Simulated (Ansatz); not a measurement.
The cluster TiAl6⁺. The state is a doublet with charge 1. Geometry r2SCAN-D4/def2-SVP; atoms count from 1.

Cartesian coordinates in Å:
```
Ti 0.1325 1.1177 -1.2742
Al -0.3366 -1.4877 -1.8719
Al 0.9618 -0.4635 0.7811
Al -1.7316 -0.2251 -0.0516
Al -0.2296 -2.6581 0.3384
Al 1.8223 1.9351 0.8468
Al -0.6189 1.7816 1.2314
```

The charge 1 doublet is spin-contaminated (final ⟨S²⟩ up to 1.75, 0.75 for a pure state). No other spin state of charge 1 was run. The geometry of the doublet was relaxed on an unsound state (⟨S²⟩ 1.70, where a pure state has 0.75). Another isomer (doublet) lies 0.95 eV lower at PBE0-D4/def2-TZVP; other spin states weren't run for this one.

(1) Estimate the Mulliken populations from the PBE0/def2-TZVP orbitals of Ansatz.

(2) Where does the spin sit?

(3) And the Mayer bond orders between bonded heavy atoms (over 0.3)?

Answers

(1) 
```tsv
atom	charge (e)	spin (α − β)	d electrons
Ti1	0.18	1.94	2.69
Al2	0.10	-0.16	–
Al3	0.00	-0.08	–
Al4	0.12	0.15	–
Al5	0.24	-0.37	–
Al6	0.18	-0.52	–
Al7	0.16	0.03	–
```
Mulliken values and Mayer orders depend strongly on the basis.

(2) Summed by element: Ti 1.94, Al -0.94, of 1 unpaired in all. Largest on single atoms: Ti1 1.94, Al6 -0.52, Al5 -0.37.

(3) Ti1–Al2 0.67 (2.71 Å); Ti1–Al3 0.64 (2.72 Å); Ti1–Al4 0.75 (2.60 Å); Ti1–Al6 0.64 (2.83 Å); Ti1–Al7 0.73 (2.70 Å); Al2–Al4 0.52 (2.62 Å); Al2–Al5 0.82 (2.50 Å); Al3–Al4 0.30 (2.83 Å); Al3–Al5 0.70 (2.54 Å); Al3–Al6 0.65 (2.55 Å); Al3–Al7 0.42 (2.78 Å); Al4–Al5 0.41 (2.89 Å); Al4–Al7 0.52 (2.63 Å); Al6–Al7 0.80 (2.48 Å). Values over 0.3 also appear between atoms too far apart for a bond (Ti1–Al5 0.30 at 4.12 Å; Al2–Al3 0.33 at 3.13 Å); they arise where an orbital or an unpaired electron spreads over both atoms.
